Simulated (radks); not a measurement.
All-electron atom: Nd in [Xe] 4f4 6s2. Method: scalar-relativistic Kohn-Sham, LDA (Slater exchange, Perdew-Wang correlation), spin-polarised, spherical densities, point nucleus; open shells are filled with parallel spins first (spin-orbit coupling, left out, can overturn this in heavy ions); hard spherical wall at 15 bohr; computed with a radial shooting solver on a logarithmic mesh with Libxc functionals.

Unscreened Slater integrals over Kohn-Sham orbitals (cm^-1). They are taken over the spin-up orbitals. Empty in this configuration: 5d.

F0(4f,4f): 190770
F2(4f,4f): 86606
F4(4f,4f): 53597
F6(4f,4f): 38357
F0(4f,6s): 59237
G3(4f,6s): 2632.9
F0(4f,5p): 133420
F2(4f,5p): 49511
G2(4f,5p): 29927
G4(4f,5p): 22212
F0(4f,5s): 149750
G3(4f,5s): 32950
F0(4f,5d): 83350
F2(4f,5d): 20511
F4(4f,5d): 10253
G1(4f,5d): 12737
G3(4f,5d): 9027.5
G5(4f,5d): 6586.5
F0(6s,6s): 45652
F0(6s,5p): 57274
G1(6s,5p): 4081.9
F0(6s,5s): 58097
G0(6s,5s): 2154.1
F0(6s,5d): 51159
G2(6s,5d): 17952
F0(5p,5p): 114880
F2(5p,5p): 61560
F0(5p,5s): 123390
G1(5p,5s): 82033
F0(5p,5d): 78667
F2(5p,5d): 33506
G1(5p,5d): 36756
G3(5p,5d): 22343
F0(5s,5s): 134620
F0(5s,5d): 81124
G2(5s,5d): 21529
F0(5d,5d): 63017
F2(5d,5d): 30680
F4(5d,5d): 19599

Derived for the open shells (J is the average intra-shell exchange parameter used in DFT+U). 4f: F4/F2 = 0.619, F6/F2 = 0.443, J = (286 F2 + 195 F4 + 250 F6)/6435 = 6963 cm^-1.
